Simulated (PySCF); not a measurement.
An unknown is described by computed data only.

Formula: C2H12Si3.

- XPS: Si2p3/2 105.8, Si2p3/2 106.1 (×2), C1s 290.1 (×2), Si1s 1845.5, Si1s 1845.8 (×2) eV [ΔSCF SCAN, pcX-2 on the ionised atom, pcseg-1 elsewhere, spin-free X2C, 2p3/2 from a spin–orbit splitting computed afterwards within the 2p shell]
- 13C NMR: chemical shifts (computed TMS as zero) by class: -3.0 (2 C) ppm [GIAO PBE0/pcSseg-1]
- UV, strongest line: among the 10 lowest singlet transitions: S7/S8 at 7.32 eV (169 nm, f = 0.310 summed over these states) [TDDFT PBE0/def2-SVPD]
- Dipole: 1.31 D [PBE0/def2-SVPD]
- Rotational structure: rotational constants A, B, C: 2.185, 1.557, 1.319 GHz [PBE0-D3(BJ)/def2-SVP]
- 1H NMR: chemical shifts (computed TMS as zero) by class: 3.48 (6 H), 0.38 (6 H) ppm [GIAO PBE0/pcSseg-1]

Electronic properties: PySCF, gas phase, density fitting. Levels stand in brackets. Isolated species at its PBE0-D3(BJ)/def2-SVP geometry, gas phase. NMR classes are plain means over equivalent atoms (diastereotopic ones count apart unless rotation or inversion swaps them), as if these changed places fast.

**Question.** What is the compound? Reason from the data.

**Answer.** 2 carbons fall into 1 class: carbon bonded to Si and 3 H (-3.0 ppm, 2 C). Hydrogen classes from least to most shielded: 6 H on 2 like atoms (silicon bonded to Si and 3 H) (3.48 ppm), 6 H on 2 like atoms (carbon bonded to Si and 3 H) (0.38 ppm). The core levels belong to: Si2p3/2 105.8 eV, silicon bonded to 2 C and 2 Si; Si2p3/2 106.1 eV, silicon bonded to Si and 3 H; C1s 290.1 eV, carbon bonded to Si and 3 H; Si1s 1845.5 eV, silicon bonded to 2 C and 2 Si; Si1s 1845.8 eV, silicon bonded to Si and 3 H. By its constants the optimised geometry is an asymmetric top. Structure: Si(SiH3)2Me2, `C[Si](C)([SiH3])[SiH3]`. The assignments are read from this structure; whether some other isomer fits the data as well wasn't checked.
